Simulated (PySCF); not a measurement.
From one molecule to another.

First species: C7H9N3.
SMILES: `C#CC1=C(C)N(CC)N=N1`

Second species: C₇H₉N₃.
SMILES: `C=C(C)C1=NC=NC(C)=N1`

Levels: PBE0/pcSseg-1 for dipole moment, HOMO energy, LUMO energy and HOMO–LUMO gap; GFN2-xTB for rotational constant A and rotational constant C. Geometries: GFN2-xTB. All species are isolated and taken at one optimised geometry, non-relativistic unless stated. Electronic properties by PySCF.

Dipoles, sizes and rotational constants follow the conformer. The torsions of the flexible species, by atom-mapped SMILES:
- `[CH:1]#[C:2][c:3]1[n:4][n:5][n:6]([CH2:7][CH3:8])[c:9]1[CH3:10]`: N5–N6–C7–C8 92°
- `[CH2:1]=[C:2]([CH3:3])[c:4]1[n:5][cH:6][n:7][c:8]([CH3:9])[n:10]1`: C1–C2–C4–N5 0°

Values for the first species:

| Property | Result |
| --- | --- |
| Dipole moment | 5.48 D |
| HOMO energy | -6.80 eV |
| LUMO energy | -0.26 eV |
| HOMO–LUMO gap | 6.54 eV |
| Rotational constant A | 2.922 GHz |
| Rotational constant C | 0.750 GHz |

**Question.** Estimate the same properties for the second species, and the change in each.

**Answer.** 
```json
{"property": "dipole moment", "first": "5.48 D", "second": "0.88 D", "second less first": "-4.60 D"}
{"property": "HOMO energy", "first": "-6.80 eV", "second": "-7.50 eV", "second less first": "-0.70 eV"}
{"property": "LUMO energy", "first": "-0.26 eV", "second": "-1.85 eV", "second less first": "-1.59 eV"}
{"property": "HOMO–LUMO gap", "first": "6.54 eV", "second": "5.65 eV", "second less first": "-0.89 eV"}
{"property": "rotational constant A", "first": "2.922 GHz", "second": "2.630 GHz", "second less first": "-0.292 GHz"}
{"property": "rotational constant C", "first": "0.750 GHz", "second": "0.765 GHz", "second less first": "+0.015 GHz"}
```

On the first: In atomic units the dipole is 2.16 e·bohr (1 au = 2.5417 D). A dipole of 5.48 D is allowed in C1, and pure rotational transitions are dipole-allowed.

On the second: In atomic units the dipole is 0.34 e·bohr (1 au = 2.5417 D).
